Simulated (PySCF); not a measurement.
Compound: C3F7 (doublet state).
Atom-mapped SMILES: `[F:1][C:2]([F:3])[C:4]([F:5])([F:6])[C:7]([F:8])([F:9])[F:10]`

Structure used (GFN2-xTB), in Å, numbered top down from 1:
```xyz
10
C3F7 angstrom
F      1.7992    0.7596    1.0855
C      1.3030    0.7227   -0.1410
F      0.9725    1.9316   -0.5668
C      0.3409   -0.3934   -0.4515
F      0.8829   -1.5821   -0.1278
F      0.0629   -0.4186   -1.7682
C     -1.0354   -0.2814    0.3160
F     -1.6478    0.8555    0.0043
F     -0.8363   -0.3001    1.6292
F     -1.8330   -1.2892   -0.0022
```

The hyperfine couplings belong to this conformer and change with its torsions.

Level of theory: UKS B3LYP, pcH-1 on C F, non-relativistic, mean-field spin-orbit, GIAO in PySCF. Geometry: GFN2-xTB, one conformer, isolated molecule. The geometry wasn't refined by DFT: couplings that depend on bond lengths, twists or pyramidal angles can differ widely from those at the functional's own minimum. The SCF solution wasn't tested for stability.

**Question.** Predict the first-order ENDOR lines of F1/F3, F5/F6 and F8/F9/F10 under fast tumbling at B = 1217.7 mT (Q band).

**Answer.** ν± = |νn ± a/2|, one line for each electron-spin manifold; νn = |g_N| × 7.62259 MHz/T × B.

```csv
nuclei,isotope,g_N,νn (MHz),a_iso (MHz),lower line (MHz),upper line (MHz)
F1/F3,19F,5.2577,48.80,210.63,56.51,154.12
F5/F6,19F,5.2577,48.80,37.57,30.02,67.59
F8/F9/F10,19F,5.2577,48.80,14.78,41.41,56.19
```

**Question.** Which pairs are centred on the nuclear Larmor frequency, and which on half the coupling?

**Answer.** Centred on νn, since |a| < 2νn: F5/F6 and F8/F9/F10. Centred on |a|/2 and split by 2νn: F1/F3.

**Question.** At what field would the lower line of F1/F3 fall to zero frequency?

**Answer.** Where νn = |a|/2, that is B = 105.32 MHz/(5.2577 × 7.62259 MHz/T) = 2630 mT, as far as first order holds there.

Nuclei that the bonding pattern makes equivalent are averaged, as if the motion that swaps them (rotation, inversion, ring flip) were fast. The three 19F nuclei of mean +14.8 MHz run from -0.5 to 45.3 MHz in the frozen geometry.

Hardware: an Arm Neoverse N1 with one thread, shared host with 64 logical CPUs at a one-minute load of 39. Cost: 91 s wall (with the writing of density and orbital grids), 1.0 GiB resident at most.
